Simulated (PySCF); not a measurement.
How the method changes the constants of SbH

State: ³Σ⁻ (triplet), unpaired electrons π ↑↑. Set-up: PySCF, scalar-relativistic core potentials, basis sets Sb cc-pVTZ-PP with ECP28, H cc-pVTZ. De refers to Sb + H in their high-spin ground configurations, without counterpoise correction. The functionals are run spin-unrestricted. A positive dipole means Sb(−)H(+).

```
      Level  Re (Å)  ωe (cm⁻¹)  De (eV)  μ (D)
        UHF   1.707       2027     1.61  -0.09
    UHF-MP2   1.702       2009     2.33    n/a
UHF-SCS-MP2   1.707       1992     2.45    n/a
   UHF-CCSD   1.712       1955     2.52    n/a
UHF-CCSD(T)   1.715       1938     2.54    n/a
        PBE   1.737       1855     2.63  -0.27
     revPBE   1.740       1844     2.56  -0.29
     r²SCAN   1.720       1922     2.64  -0.19
       PBE0   1.720       1934     2.57  -0.19
        M06   1.732       1914     2.84  -0.39
  BHandHLYP   1.709       1983     2.64  -0.20
```

The bond length runs from 1.702 Å (UHF-MP2) to 1.740 Å (revPBE). De spans 1.61 eV (UHF, mean field) to 2.84 eV (M06, hybrid meta-GGA). Correlation at CCSD(T) changes the Hartree–Fock bond energy by +0.93 eV; the triples alone change it by +0.02 eV.

Correlated steps freeze 4 core orbitals. These are scalar-relativistic numbers at best; spin–orbit coupling would shift them, the dissociation energy most. The state is the lowest determinant that a PBE0 search found; another state may lie lower at other levels.

The whole job (state search and all levels along the bond) took about 4 min on 1 thread of Arm Neoverse N1 (shared host), peak memory 0.69 GiB.
